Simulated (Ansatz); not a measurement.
H₅NOSn, SMILES `[NH2][SnH2][OH]`, charge 0, multiplicity 1.

Task: Give a relaxed structure at PBE0-D4/def2-TZVP (Ansatz 0.2.0). (Best estimate.)

Result: Computed: 
Z-matrix (Å, degrees):
```
Sn
O 1 1.966
N 1 2.010 2 104.3
H 1 1.715 2 105.9 3 -121.4
H 1 1.703 2 108.7 3 114.2
H 2 0.959 1 112.7 3 131.9
H 3 1.010 1 116.0 2 -88.4
H 3 1.010 1 114.8 2 143.2
```
